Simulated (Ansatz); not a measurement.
Molecule: sum formula Si₂NH₇, net charge 0, singlet state. SMILES: [SiH3]N[SiH3]
Geometry: optimised at B3LYP-D3(BJ)/def2-TZVP (Ansatz, a quantum-chemistry and plane-wave program).

Atomisation energy built up term by term with Ansatz (kcal/mol; UHF references for open shells; valence terms freeze the core; atomic spin-orbit terms are left out). CBS marks a two-point X^-3 extrapolation of the correlation energy; Hartree-Fock from the larger set.

```
term                                            basis  kcal/mol
-----------------------  ----------------------------  --------
Hartree-Fock                              cc-pV(Q+d)Z    554.38
CCSD correlation         CBS(cc-pV(T+d)Z,cc-pV(Q+d)Z)    181.84
(T)                      CBS(cc-pV(T+d)Z,cc-pV(Q+d)Z)      7.21
core correlation                            cc-pwCVTZ      0.33
scalar relativity (X2C)    cc-pVTZ-DK against cc-pVTZ     -1.72
sum: De                                                   742.0
```

(T) makes 1.0 % of the CCSD(T) atomisation energy; under 5 % is typical of single-reference molecules.
